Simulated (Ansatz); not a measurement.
Molecule: sum formula Si₂NH₄Cl₃, charge 0, multiplicity 1. SMILES: [SiH3]N[Si](Cl)(Cl)Cl
Coordinates optimised at B3LYP-D3(BJ)/def2-TZVP (Ansatz, a first-principles code):
```
N
H 1 1.0116
Si 1 1.6901 2 115.35
Si 1 1.7482 2 114.91 3 -179.64
H 4 1.4779 1 111.23 2 120.06
H 4 1.4780 5 108.80 1 -122.99
H 4 1.4794 5 109.94 6 -120.37
Cl 3 2.0434 1 107.38 2 178.47
Cl 3 2.0467 1 111.99 2 58.31
Cl 3 2.0471 1 112.26 2 -61.51
```
Charge 0, spin multiplicity 1.

Atomisation energy built up term by term with Ansatz (kcal/mol; UHF references for open shells; valence terms freeze the core; atomic spin-orbit terms are left out). CBS marks a two-point X^-3 extrapolation of the correlation energy; Hartree-Fock from the larger set.

| term | basis | kcal/mol |
|---|---|---|
| Hartree-Fock | aug-cc-pV(Q+d)Z | [?] |
| CCSD correlation | CBS(aug-cc-pV(T+d)Z,aug-cc-pV(Q+d)Z) | 202.54 |
| (T) | CBS(aug-cc-pV(T+d)Z,aug-cc-pV(Q+d)Z) | [?] |
| core correlation | cc-pwCVTZ | 0.92 |
| scalar relativity (X2C) | cc-pVTZ-DK against cc-pVTZ | -2.45 |
| sum: De |  | [?] |

Problem. Fill in the missing entries.

Solution. 
- Hartree-Fock, kcal/mol: 581.73
- (T), kcal/mol: 15.59
- sum: De, kcal/mol: 798.3
